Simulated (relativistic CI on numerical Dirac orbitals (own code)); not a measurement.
**Rh5+: 4s photoemission**

Computed with this model: Dirac-Coulomb-Breit CI, orbitals from a KLI potential per configuration, model QED (radiative potential, 1s self-energy scaled to tabulated hydrogen-like ionisation energies), multiplet model of photoemission in the sudden approximation, unscaled Slater integrals; configurations [Kr] 4d4 → [Ar] 3d10 4s 4p6 4d4; 300 K; Lorentzian 2 eV and Gaussian 0.6 eV FWHM. Energies are those of the free ion, without screening or charge transfer. The energies are binding energies and can lie tens of eV above those of solids. Without intra-shell correlation the exchange splitting of an s hole comes out too large, often by half or more. S is read from ⟨S²⟩ = S(S + 1).

Field parameters in Wybourne normalisation: Td as Oh with Dq negative (B⁴₀ = 21Dq, B⁴₄ = √(5/14) B⁴₀). The field is a parameter set, without covalency.

free ion: ground-state S = 1.98, centroid 169.37 eV. Peaks (eV, height): 165.2 (100), 175.8 (63).

Td, 10Dq = -17100 cm⁻¹: ground-state S = 1.68, centroid 169.41 eV. Peaks (eV, height): 165.4 (100), 168.4 (41), 175.8 (54).

Strongest unbroadened transitions for Td, 10Dq = -17100 cm⁻¹:

```
Energy (eV)  Relative strength
     165.17                1.0
     165.21                2.6
     165.29              100.0
     165.52                1.6
     168.41               28.4
     170.26               16.6
     170.47                0.3
     171.02                0.6
     174.28                2.7
     174.76                0.2
     174.88               19.2
     174.94                7.9
     175.92                0.3
     175.96                1.3
     175.98                1.8
     176.08               37.4
     176.92                0.4
     177.57                0.2
```
